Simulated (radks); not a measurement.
Results of a calculation; reference values are marked as such.
Nb IV, 38 electrons, occupied as [Kr] 4d2.

Level of theory: Dirac Kohn-Sham, PBEsol, spin-unpolarised, spherical densities, point nucleus; open shells are shared between the two j in proportion to 2j + 1 (a radial shooting solver on a logarithmic mesh with Libxc functionals).

Energy parts (Ry):
part                        energy
total                  -7632.65578
kinetic                 7900.60665
electron-nucleus      -18351.25626
Hartree                 3049.70979
exchange-correlation    -231.71596

Orbitals (lengths in bohr, moments of r in powers of bohr; r(90%) holds 90 % of the orbital's charge):
orbital  occ.  eigenvalue (Ry)      <r^4>  r(90%)
1s1/2       2        -1383.182  7.999e-06  0.0647
2s1/2       2        -195.4430   0.001494   0.244
2p1/2       2        -179.5822  0.0009964   0.220
2p3/2       4        -172.5498   0.001110   0.226
3s1/2       2        -34.50814    0.07896   0.656
3p1/2       2        -28.53851    0.08271   0.665
3p3/2       4        -27.39842    0.09058   0.680
3d3/2       4        -16.84983    0.09841   0.691
3d5/2       6        -16.63742     0.1014   0.696
4s1/2       2         -6.52978      3.328    1.67
4p1/2       2         -4.85608      5.019    1.85
4p3/2       4         -4.69409      5.476    1.89
4d3/2     0.8         -2.25633      19.99    2.62
4d5/2     1.2         -2.23901      20.52    2.64

The highest occupied level is 4d5/2 at -30.463 eV. The density falls to 0.001 e/bohr^3 at r = 3.29 bohr. For comparison, the ionisation energy in NIST's Atomic Spectra Database is 37.61 eV (measured). In exact Kohn-Sham theory the highest level is minus the ionisation energy, but local and semilocal functionals leave it too shallow, through self-interaction and a potential that decays too fast; potentials with the right tail come closer.

Beside tabulated values, note that spin-unpolarised runs miss the spin-polarisation part of the exchange energy of open shells.
